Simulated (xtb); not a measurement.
C₂H₈OSi₃, SMILES O[Si@H]1C=C[Si@@H]1[SiH3]. All values are semi-empirical tight-binding results from xtb (GFN2-xTB unless named), good for trends rather than for accurate numbers. The structure is a stationary point at GFN2-xTB. The structure was generated by enumeration; whether it is a known compound was not checked. The values are those of a single conformer.

```json
{
 "orbital_gap": "3.04 eV",
 "dipole_moment": "1.07 D",
 "zero_point_energy": "53.4 kcal/mol",
 "G − E(el) at 298.15 K (modified RRHO)": "31.2 kcal/mol",
 "static polarisability (D4 model)": "108.9 bohr³",
 "solvation energy, GFN2-xTB/ALPB(water)": "-4.3 kcal/mol",
 "solvation energy, GFN2-xTB/ALPB(methanol)": "-6.7 kcal/mol"
}
```
